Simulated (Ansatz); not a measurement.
One change: `FCC(F)(CF)CF` becomes `FCC(F)CF`.

Ansatz, PBE0-D4/def2-TZVP geometries, multiplicity 1. Each molecule was computed in one conformer, which needn't be the lowest.

```tsv
property	`FCC(F)(CF)CF`
HOMO energy (PBE0/def2-TZVPP) / eV	-9.53
HOMO–LUMO gap (ωB97M-V/def2-TZVPP) / eV	14.68
ideal-gas entropy at 298 K and 1 bar (rigid rotor, harmonic PBE0-D4/def2-TZVP) / J/(mol·K)	378
HOMO energy (B3LYP/def2-TZVPP) / eV	-9.33
size of the dipole moment (B3LYP/def2-TZVPP) / D	1.74
HOMO–LUMO gap (PBE0/def2-TZVPP) / eV	10.51
```

(1) Give the same properties after the change, and the shifts. (Best estimate.)

Answers

(1) The calculation gave: 
```tsv
property	`FCC(F)CF`	shift
HOMO energy (PBE0/def2-TZVPP) / eV	-9.49	0.04
HOMO–LUMO gap (ωB97M-V/def2-TZVPP) / eV	14.43	-0.25
ideal-gas entropy at 298 K and 1 bar (rigid rotor, harmonic PBE0-D4/def2-TZVP) / J/(mol·K)	333	-45
HOMO energy (B3LYP/def2-TZVPP) / eV	-9.27	0.06
size of the dipole moment (B3LYP/def2-TZVPP) / D	2.75	1.01
HOMO–LUMO gap (PBE0/def2-TZVPP) / eV	10.53	0.02
```

The zero-point energy changes by -54.3 kJ/mol with -9 modes. Dipoles are sizes alone; their direction can turn.

B3LYP here is the variant with VWN-RPA as its local correlation; programs differ in this.
